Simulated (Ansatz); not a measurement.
Cost and result for the atomization energy of CH₇AlGeO (`C[O][GeH2][AlH2]`) (11 atoms, 10 bonds).

Z-matrix (Å, degrees):
```
C
O 1 1.402
H 1 1.093 2 108.3
H 1 1.099 2 112.2 3 -119.1
H 1 1.101 2 112.5 3 118.9
Ge 2 1.796 1 117.1 3 -177.6
Al 6 2.496 2 110.6 1 64.6
H 6 1.553 2 107.0 1 -59.2
H 6 1.541 2 103.1 1 -172.5
H 7 1.587 6 120.5 2 -7.5
H 7 1.588 6 119.7 2 172.1
```

Total charge 0; spin multiplicity 1. Correlated methods include outer-core shells of Ge, which these sets cover unevenly. Scalar relativity is left out up to krypton. The structure was optimised at the PBE0-D4/def2-TZVP level. It is one conformer, not always the lowest. Program: Ansatz. All runs use 4 threads of an Intel Xeon 6975P-C on a shared host. Times are those of one run each, without the atoms' runs, and a repeat can differ threefold. Electronic energies, without spin–orbit coupling; frozen cores. CCSD(T)/CBS adds CCSD(T) − MP2 in def2-TZVPP to the MP2 limit, and its time is that of the two runs behind it. T1 = 0.012. With those shells the extrapolation isn't a true limit. B3LYP takes the VWN-RPA correlation (the form of Gaussian; ORCA's B3LYP/G).

CCSD(T)/CBS is a level of theory with its own doubt, some kJ/mol a heavy atom from the limit and from the frozen cores, so smaller differences don't rank the functionals.

```
                             level  functions  wall time  atomization (kJ/mol)  difference from CCSD(T)/CBS  per bond
                PBE0-D4/def2-TZVPP        250        2 s                3335.8                        -48.7      -4.9
   PBE-D4/def2-TZVPP (with forces)        250      2.1 s                3377.7                         -6.8      -0.7
r2SCAN-D4/def2-TZVPP (with forces)        250      2.8 s                3376.8                         -7.7      -0.8
 B3LYP-D4/def2-TZVPP (with forces)        250      2.9 s                3359.3                        -25.2      -2.5
                 B2PLYP/def2-TZVPP        250      3.5 s                3325.0                        -59.5      -6.0
                ωB97X-V/def2-TZVPP        250      4.4 s                3391.2                          6.7       0.7
  ωB97M-V/def2-TZVPP (with forces)        250      6.5 s                3363.0                        -21.5      -2.2
                    MP2/def2-QZVPP        483       16 s                3359.5                        -25.0      -2.5
                CCSD(T)/def2-TZVPP        250       49 s                3308.4                        -76.1      -7.6
                 CCSD(T)/CBS(def2)          –       65 s                3384.5                          0.0       0.0
```

The D4 term adds +32.3 kJ/mol with B3LYP and +17.1 kJ/mol with PBE0; it sums over pairs of atoms, weighted by their polarisabilities, and B3LYP, whose exchange is more repulsive, gets the larger term. From PBE to PBE0 (25 % exact exchange), in def2-TZVPP and without D4, the atomization energy moves by −39.0 kJ/mol: exact exchange takes away binding that semilocal exchange gives to molecules. In def2-TZVPP, CCSD(T) changes the Hartree–Fock value by +857.6 kJ/mol (the triples alone add +41.3 kJ/mol) and MP2 by +863.9 kJ/mol; breaking electron pairs costs correlation energy, which Hartree–Fock lacks.
